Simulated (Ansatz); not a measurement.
Total energies of `FC(F)(F)C(F)(F)C(F)(F)C(F)(F)C(F)(F)C(F)(F)C(F)(F)C(F)(F)CC[Si](Cl)(Cl)Cl` from Ansatz at B97M-V/def2-TZVP, gas phase (1 Eh = 27.2114 eV = 2625.5 kJ/mol). The reference geometry is relaxed at PBE-D4/def2-SVP.

```xyz
35

F     6.353   -1.503    2.396
C     5.348   -0.860    1.782
F     5.531    0.463    1.921
F     5.370   -1.175    0.477
C     4.001   -1.303    2.430
F     3.790   -2.601    2.116
F     4.145   -1.191    3.773
C     2.710   -0.479    2.071
F     1.692   -1.104    2.711
F     2.848    0.767    2.577
C     2.381   -0.358    0.543
F     2.533   -1.566   -0.050
F     3.275    0.516    0.018
C     0.927    0.151    0.252
F     0.764    1.342    0.879
F     0.051   -0.752    0.750
C     0.606    0.319   -1.273
F     1.610    1.006   -1.874
F     0.526   -0.909   -1.830
C    -0.708    1.115   -1.620
F    -0.522    2.417   -1.287
F    -0.825    1.032   -2.976
C    -2.053    0.638   -0.997
F    -2.125   -0.723   -1.132
F    -2.016    0.923    0.341
C    -3.259    1.301   -1.643
C    -4.577    1.022   -0.911
Si   -5.287   -0.722   -0.953
Cl   -7.329   -0.561   -0.648
Cl   -4.969   -1.581   -2.808
Cl   -4.540   -1.950    0.526
H    -3.063    2.392   -1.659
H    -3.302    0.960   -2.696
H    -5.374    1.651   -1.361
H    -4.509    1.323    0.155
```

```
                 state   geometry  energy (Eh)
      charge 0 singlet  reference  -3751.00065
      charge 1 doublet  reference  -3750.62332
     charge -1 doublet  reference  -3750.97912
 free F atom (doublet)          –    -99.73199
 free C atom (triplet)          –    -37.85881
free Si atom (triplet)          –   -289.29103
free Cl atom (doublet)          –   -460.02595
 free H atom (doublet)          –     -0.50030
```

Single mean-field runs in def2-TZVP are fitted with def2-universal-jkfit.

**Question.** Work out the vertical ionisation energy to the doublet.

**Answer.** E(charge 1 doublet) − E(charge 0 singlet) = -3750.62332 − (-3751.00065) = 0.37733 Eh = 10.27 eV. For comparison, −ε of the highest occupied level is 8.33 eV at this level, 1.94 eV less.

**Question.** Work out the vertical electron affinity, to the doublet.

**Answer.** E(charge 0 singlet) − E(charge -1 doublet) = -3751.00065 − (-3750.97912) = -0.02153 Eh = -0.59 eV; negative, so the extra electron isn't bound. The basis lacks diffuse functions, which makes affinities too small.

**Question.** Give the fundamental gap IE − EA, the Mulliken electronegativity (IE + EA)/2 and the hardness (IE − EA)/2.

**Answer.** From the values in Eh: IE − EA = 0.37733 − (-0.02153) = 0.39886 Eh = 10.85 eV; (IE + EA)/2 = 4.84 eV; (IE − EA)/2 = 5.43 eV. The HOMO–LUMO gap of the same run is 7.12 eV, 3.73 eV smaller than the fundamental gap.

**Question.** What is the binding energy per atom against free atoms?

**Answer.** Atoms: 17 × (-99.73199) + 10 × (-37.85881) + 1 × (-289.29103) + 3 × (-460.02595) + 4 × (-0.50030) = -3745.40201 Eh. Binding: -3745.40201 − (-3751.00065) = 5.59864 Eh = 152.35 eV, or 4.35 eV for each of 35 atoms (no zero-point energy, no counterpoise term).

At B97M-V/def2-TZVP the gap within one spin of the charge 1 doublet nearly closes, so an electron or hole may be smeared out by delocalisation error. At B97M-V/def2-TZVP the gap within one spin of the charge -1 doublet nearly closes, so an electron or hole may be smeared out by delocalisation error. At B97M-V/def2-TZVP the highest occupied level of the charge -1 doublet lies above zero (up to 2.22 eV). By energy differences it is unbound by 0.59 eV (vertical, to the charge 0 singlet, at B97M-V/def2-TZVP) and held by the finite basis.
